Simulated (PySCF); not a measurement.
Al(H)2(F)(SH2), H4AlFS, singlet at its PBE0/def2-SVP optimised geometry (Å):

```
7

Al    -0.3475     0.0393     0.0000
H      1.2419     0.0393     0.0000
H     -1.2419     1.3538     0.0000
F     -1.0801    -1.3538     0.6029
S     -0.7056    -0.6272    -2.4652
H     -0.3769    -1.9245    -2.2695
H     -2.0289    -0.8739    -2.3349
```

Method: PySCF 2.14.0 with PBE0/def2-TZVP. Cells within 0.4 Å of a nucleus heavier than hydrogen are left out (blank, or x).

Map of the deformation density (molecule minus spherical neutral atoms) (e/bohr³) on the plane z = 0.0 Å:

```
|111111111111111111111111111|
|111111111111111111111111111|
|111111111111111111111111111|
|111111111111100011111111111|
|111111000111000000111111111|
|111110000111100000011111111|
|111110001111100000001111111|
|111110012332100000001111111|
|111111127853100000111111111|
|111111137863100011111111111|
|111011125653100122111111111|
|110001112331001233210011111|
|11000000110xx02467410001111|
|11000000000xxx2579610001111|
|11000000000xx01456310001111|
|110000011111000233210011111|
|110000112332000111111111111|
|111111123442100011111111111|
|111111112332100000001111111|
|111111112222100000001111111|
|111111111111100000001111111|
|111111111111100000011111111|
|111111111111110000111111111|
|111111111111111111111111111|
|111111111111111111111111111|
|111111111111111111111111111|
|111111111111111111111111111|
```
Scale: ten equal steps from -0.008 (start of '0') to 0.070 (end of '9'), in the order '0123456789'; x runs from -3.50 to 3.50, y from -3.50 (bottom) to 3.50 (top).
